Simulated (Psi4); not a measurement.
HN2 (SMILES N#[NH+]), charge +1, singlet, geometry from GFN2-xTB. Base run: CCSD(T)/def2-TZVP run with Psi4.

Psi4 was given this input:
```
memory 2 GB

molecule {
1 1
  N    -0.00000000   -0.00000000   -0.43539476
  N     0.00000000    0.00000000    0.64482984
  H    -0.00000000   -0.00000000   -1.46604558
}

set basis def2-tzvp
set freeze_core true

energy('ccsd(t)')
print_variables()
```

Each row names what was changed in the base input (with any setting that the change needs).

| change | ΔE vs base (mEh) | MP2 correlation (Eh) | basis functions |
|---|---|---|---|
| base | 0.000 | -0.36867 | 68 |
| method = dlpno-mp2 | 20.563 | -0.36864 | 68 |
| method = qcisd(t) | -0.560 | -0.36867 | 68 |
| method = mp2 | 20.557 | -0.36864 | 68 |
| method = ccsd | [?] | -0.36867 | 68 |
| method = mp3 | 23.807 | -0.36864 | 68 |
| method = fno-ccsd(t) | 0.000 | -0.36867 | 68 |
| method = mp4 | [?] | -0.36867 | 68 |

Q: Some entries are withheld; supply them.

A: 
- method = ccsd, ΔE vs base (mEh): 17.833
- method = mp4, ΔE vs base (mEh): -4.603
